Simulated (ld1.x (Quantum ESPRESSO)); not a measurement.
**What one change does to a pseudopotential (O, TM)**

```
Element                 : oxygen (O)
Generator               : ld1.x (Quantum ESPRESSO) 7.5
Type                    : norm-conserving Troullier–Martins (Kleinman–Bylander form)
Functional              : PBE
Relativity              : scalar-relativistic
Frozen core             : [He]
Valence charge          : 6
Reference configuration : 2s2 2p3 (charge +1)
Partial waves           : 2s (bound): rc 0.85 bohr; 2p (bound): rc 1.45 bohr; 3d channel at 0.25 Ry: rc 1.20 bohr
Local potential         : the d channel
Core correction         : Bessel-smoothed model core, default radius (core density twice the valence density)
```

Change: type TM semilocal; local potential the s channel.

Cutoffs: the cutoffs (Ry, on a coarse ladder) from which the occupation-weighted sum of valence levels, in a spherical-Bessel basis at the reference potential, stays within 10 and 1 mRy of its value at 400 Ry; they do not see the model core or the augmentation charge, which bear on the density cutoff. Errors are all-electron minus pseudo energies relative to the spin-unpolarised reference configuration.

Question: What does the change do?

Answer: The potential gets neither clearly harder nor softer (80 Ry and 180 Ry → 90 Ry and 180 Ry); of the 7 tests that both files solve, the error grows in 0 and shrinks in 4 by more than 15 % and 0.3 meV (median size 70.8 → 53.4 meV); neither file shows a bound ghost. A semilocal file is local in each channel, so a ghost entry of none says nothing of the separable form that plane-wave codes build from it.

| quantity | base | changed |
| --- | --- | --- |
| cutoff, loose | 80 Ry | 90 Ry |
| cutoff, tight | 180 Ry | 180 Ry |
| bound ghosts | none | none |
| error for 2s2 2p4, meV [ΔE -16.43 eV] | +14 | -1.7 |
| error for 2s2 2p2, meV [ΔE 33.59 eV] | +64 | +48 |
| error for 2s2 2p1, meV [ΔE 87.46 eV] | +458 | +413 |
| error for 2s1 2p5, meV [ΔE -1.48 eV] | +71 | +53 |
| error for 2s2 2p0, meV [ΔE 164.36 eV] | +1653 | +1621 |
| error for 2s2 2p4.3, meV [ΔE -18.55 eV] | +17 | -7.3 |
| error for 2s0 2p6, meV [ΔE 13.51 eV] | +149 | +130 |
| s: phases at 1.59 bohr within 0.05 rad from the reference energy up to (Ry; the scan ends near 5) | 3.8 | 4.2 |
| p: phases at 1.59 bohr within 0.05 rad from the reference energy up to (Ry; the scan ends near 5) | 3.0 | 2.0 |
| d: phases at 1.59 bohr within 0.05 rad from the reference energy up to (Ry; the scan ends near 5) | to the end of the scan | to the end of the scan |
